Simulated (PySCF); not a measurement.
Work out the structure from these simulated measurements.

Formula: C5H19BN2Si2.

| Property | Result |
| --- | --- |
| Dipole | 4.34 D [HF/pcSseg-1] |
| Rotational structure | rotational constants A, B, C: 1.540, 0.578, 0.499 GHz [PBE0-D3(BJ)/def2-SVP] |
| 1H NMR | chemical shifts (computed TMS as zero) by class: 4.19 (6 H), 2.70 (1 H), 2.33 (1 H), 2.32 (3 H), 2.25 (1 H), 2.24 (3 H), 2.20 (1 H), 2.01 (1 H), 1.03 (1 H), 0.75 (1 H) ppm [GIAO HF/pcSseg-1] |
| NMR, other nuclei | isotropic shieldings of nuclei other than C and H, by class: 115 (1 B), 232 (1 N), 268 (1 N), 444 (2 Si) ppm [GIAO HF/pcSseg-1] |
| 13C NMR | chemical shifts (computed TMS as zero) by class: 62.0 (1 C), 50.6 (1 C), 49.9 (1 C), 49.0 (1 C), 23.1 (1 C) ppm [GIAO HF/pcSseg-1] |

Gas-phase values; electronic properties from PySCF, density fitting. Levels stand in brackets. Isolated species at its PBE0-D3(BJ)/def2-SVP geometry (one conformer only). NMR values are class means; diastereotopic atoms form classes of their own.

Q: Give a SMILES that accounts for the data.

A: Numbering: `[CH3:1][N+:2]1([CH3:3])[BH2-:4][CH2:5][C@H:6]([N:7]([SiH3:8])[SiH3:9])[CH2:10]1`. 5 carbons fall into 5 classes; from least to most shielded: ring sp3 carbon bound to nitrogen [C10] (62.0 ppm), N-methyl carbon [C1] (50.6 ppm), N-methyl carbon [C3] (49.9 ppm), ring sp3 carbon bound to nitrogen [C6] (49.0 ppm), ring sp3 carbon bound to boron [C5] (23.1 ppm). Hydrogen classes from least to most shielded: 6 H on 2 SiH3 silicons, Si8/Si9 (4.19 ppm), 1 H on an sp3 carbon bound to nitrogen, C6 (2.70 ppm), 1 H on a four-coordinate boron, B4 (2.33 ppm), 3 H on an N-methyl carbon, C1 (2.32 ppm, a mean of values up to 0.5 ppm apart in this geometry), 1 H on an sp3 carbon bound to nitrogen, C10 (2.25 ppm), 3 H on an N-methyl carbon, C3 (2.24 ppm, a mean of values up to 0.8 ppm apart in this geometry), 1 H on a four-coordinate boron, B4 (2.20 ppm), 1 H on an sp3 carbon bound to nitrogen, C10 (2.01 ppm), 1 H on an sp3 carbon bound to boron, C5 (1.03 ppm), 1 H on an sp3 carbon bound to boron, C5 (0.75 ppm). The other shieldings belong to: 115 ppm, four-coordinate boron [B4]; 232 ppm, nitrogen bonded to B and 3 C [N2]; 268 ppm, nitrogen bridging silicon atoms [N7]; 444 ppm, SiH3 silicon [Si8/Si9]. The optimised geometry has point group C1 and is an asymmetric top. Structure: `[C@@H]1(C[BH2-][N+](C)(C1)C)N([SiH3])[SiH3]`. The assignments are read from this structure; whether some other isomer fits the data as well wasn't checked. The mirror image fits equally.
